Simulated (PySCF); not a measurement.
Si(CN)2H2, C₂H₂N₂Si.
Structure used (PBE0-D3(BJ)/def2-SVP), in Å, numbered top down from 1:
```
atom  x, y, z in Å
Si1   -0.4827    0.0111   -0.3365
C2    -0.4311   -0.0101    1.5125
N3    -0.4156   -0.0226    2.6714
C4     1.2700   -0.0104   -0.9262
N5     2.3630   -0.0222   -1.3119
H6    -1.1316    1.2637   -0.7911
H7    -1.1719   -1.2094   -0.8183
```

The closed-shell ground state was solved at several levels (PySCF, density fitting, gas phase, non-relativistic).

```
        level  basis functions  HOMO (eV)  LUMO (eV)  gap (eV)  dipole (D)
PBE0/pcSseg-1              102     -10.30      -1.59      8.71        3.76
 KT2/pcSseg-1              102      -8.94      -2.56      6.38        3.63
```

Q: Estimate the row for CAM-B3LYP/def2-SVPD, a basis of 120 functions; the other rows only guide the guess.

A: HOMO -11.72 eV, LUMO -0.51 eV, gap 11.21 eV, dipole 3.84 D.

Q: Over all these levels, which gives the widest orbital gap and which the narrowest?

A: CAM-B3LYP/def2-SVPD (range-separated hybrid) has the widest, 11.21 eV, and KT2/pcSseg-1 (GGA) the narrowest, 6.38 eV. Functional and basis both differ between the two, so the spread mixes both effects.

Q: How far do the dipole and the HOMO energy spread over the levels?

A: The dipole runs from 3.63 to 3.84 D (mean 3.74 D) and the HOMO from -11.72 to -8.94 eV.
